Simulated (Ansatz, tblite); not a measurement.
Isomers of Sn2Br4 (singlet), found by a short tight-binding search and relaxed with PBE0-D4/def2-SVP in Ansatz.

In the def2 sets Sn takes a core potential; there is no spin–orbit coupling. The xTB rows come from tblite. LC-ωPBE has ω = 0.4 bohr⁻¹. B3LYP takes the VWN-RPA correlation. Correlated methods freeze 44 core orbitals; core or outer-core shells of Sn, Br are correlated, in sets that lack core-valence functions.

Other spin states weren't relaxed.

A:

```xyz
6

Sn   -2.1310   -0.0817    0.3779
Sn    1.8040    0.7012    0.9724
Br   -0.0037   -1.2945    1.7317
Br    2.3847   -0.3235   -1.2691
Br   -1.6228   -1.1190   -1.8753
Br   -0.4312    2.1176    0.0624
```

B:

```xyz
6

Sn   -1.0070   -0.2967    1.1572
Sn    0.9484    0.4377   -2.0107
Br    0.5280    1.9042    0.2905
Br   -1.5828    0.2690   -2.4685
Br    0.8862   -1.7575   -0.3388
Br    0.2271   -0.5566    3.3704
```

Task: Estimate their order by electronic energy at PBE0-D4/def2-TZVP, counted from the lowest.

Result: B (0.0) < A (8.4), in kJ/mol.

Task: Do the other levels pick the same lowest one?

Result: Not GFN2-xTB. Energies above each level's lowest (kJ/mol):

```csv
level,A,B
GFN1-xTB,2.3,0.0
GFN2-xTB,0.0,4.0
HF/def2-TZVP,2.8,0.0
PBE-D4/def2-TZVP,8.5,0.0
r2SCAN-D4/def2-TZVP,8.3,0.0
B3LYP-D4/def2-TZVP,5.6,0.0
PBE0-D4/def2-TZVP,8.4,0.0
LC-ωPBE/def2-TZVP,9.9,0.0
MP2/def2-TZVP,12.5,0.0
```
Point groups (tolerance 0.1 Å): A C2v, B Cs. A and B have the same bonds, so they are conformers or stereoisomers. Lower isomers may exist.
